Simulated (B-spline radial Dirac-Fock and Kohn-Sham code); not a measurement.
Z = 21 (scandium), transition energy 65.4 keV. These are calculated numbers from a radial atomic solver; the model is a Dirac-Hartree-Slater potential of the neutral atom with a Latter tail (no hole, which puts coefficients of high multipoles low close above an edge), finite nucleus with surface currents. Subshells that would emit electrons below 1 keV are left out.

Q: A pure transition shows α(K) = 146, L1/L2 = 7.00 and L1/L3 = 2.97. What is its multipolarity?
A. E4
B. M1
C. M2
D. M3
E. E2
F. E3
G. E1
H. M4

A: H. For comparison, α(K), L1/L2, L1/L3 are E1 0.0870, 46.1, 25.2; E2 1.48, 12.9, 7.84; E3 20.9, 4.05, 2.61; E4 283, 1.70, 1.12; M1 0.0447, 34.5, 71.1; M2 0.680, 17.1, 19.9; M3 9.95, 10.3, 6.32.
